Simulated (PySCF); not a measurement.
# Electronic structure of Se(2+) (selenium, charge +2) at the UHF level

Configuration: [Ar] 3d10 4s2 4p2, high-spin 3P determinant. Calculation: PySCF 2.14, in 6-31G* (5s4p3d, 32 functions); no relativity, point nucleus.

* Total energy: -2398.442683 hartree
* One-electron energy: -3314.3273 hartree
* Hartree (Coulomb) energy: 1000.7930 hartree
* Exchange energy: -84.9083 hartree
* Kinetic energy: 2397.51422 hartree
* ⟨S²⟩: 2.0077
* ⟨L²⟩: 2.022
* Sum of ⟨r⟩: 19.99 bohr
* Sum of ⟨r²⟩: 24.43 bohr²
* Traceless quadrupole moment −½Σ⟨3z² − r²⟩ along its main axis: 1.82 e·bohr²
* Density at the nucleus (Gaussians lack the cusp): 25500 bohr⁻³
* Spin density at the nucleus: 0.129 bohr⁻³
* Langevin diamagnetic susceptibility: -19.4 ×10⁻⁶ cm³/mol
* Time after the integrals: 0.16 s of wall time on 1 thread of Neoverse-N1 (shared host)

```tsv
shell	electrons	mean orbital energy (hartree)	spread (hartree)	rms radius, mean of both spins (bohr)
1s α	1	-461.73384	0	0.0521
1s β	1	-461.72536	0	0.0521
2s α	1	-61.55811	0	0.216
2s β	1	-61.55394	0	0.216
2p α	3	-55.16378	0.00268	0.191
2p β	3	-55.15471	0.00809	0.191
3s α	1	-9.80444	0	0.623
3s β	1	-9.78773	0	0.623
3p α	3	-7.53326	0.00156	0.640
3p β	3	-7.51081	0.02699	0.640
3d α	5	-3.49528	0.01472	0.693
3d β	5	-3.48337	0.02591	0.693
4s α	1	-1.65940	0	1.87
4s β	1	-1.43992	0	1.87
4p α	2	-1.15712	0	2.13
```
